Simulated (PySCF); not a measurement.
A structure optimised at PBE0-D3(BJ)/def2-SVP, used in a PySCF frequency run:

```
C
C 1 1.3405
F 2 1.3355 1 119.50
C 2 1.4844 3 112.16 1 180.00
H 4 1.0952 2 112.53 3 180.00
H 4 1.1019 5 108.65 2 121.86
H 4 1.1019 5 108.65 6 116.29
C 1 1.4896 2 127.25 3 180.00
H 8 1.0973 1 112.02 2 0.00
H 8 1.1015 9 108.38 5 121.98
H 8 1.1015 9 108.38 10 116.04
Cl 1 1.7380 2 118.37 3 0.00
```
Charge 0, spin multiplicity 1.

**Question.** Write its SMILES, formula and point group.

**Answer.** C/C(F)=C(\C)Cl, C₄H₆ClF, Cs

**Question.** What are its rotational constants (standard atomic weights)?

**Answer.** 4.1013, 2.2542, 1.4817 GHz
